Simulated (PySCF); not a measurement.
W(OH)4(H)2 (H6O4W), SMILES [WH2]([OH])([OH])([OH])[OH], multiplicity 1. Geometry optimised at PBE0-D3(BJ)/def2-SVP. The spin state was assumed, not searched. The structure was generated by enumeration; whether it is a known compound was not checked. The def2 effective core potentials stand for the cores of W; spin–orbit coupling is left out. Other conformers were not sampled.

**Question.** Give the equilibrium geometry at PBE0-D3(BJ)/def2-SVP (PySCF confirms it by a frequency run) as bond lengths and angles, and its point group. (The exact figures need the calculation; the answer reports its results.)

**Answer.** Several could match; the one computed here: point group C2.
Atoms: W1 O2 H3 O4 H5 O6 H7 O8 H9 H10 H11. Bond lengths (Å): W1–O2 1.904, W1–O4 1.888, W1–O6 1.904, W1–O8 1.888, W1–H10 1.694, W1–H11 1.694, O2–H3 0.962, O4–H5 0.961, O6–H7 0.962, O8–H9 0.961. Angles (°): O2–W1–O4 97.5, O2–W1–O6 129.3, O2–W1–O8 89.3, O2–W1–H10 82.6, O2–W1–H11 147.8, O4–W1–O6 89.3, O4–W1–O8 164.3, O4–W1–H10 80.9, O4–W1–H11 85.9, O6–W1–O8 97.5, O6–W1–H10 147.8, O6–W1–H11 82.6, O8–W1–H10 85.9, O8–W1–H11 80.9, H10–W1–H11 66.3, W1–O2–H3 134.2, W1–O4–H5 129.5, W1–O6–H7 134.2, W1–O8–H9 129.5.
Charge 0, spin multiplicity 1.
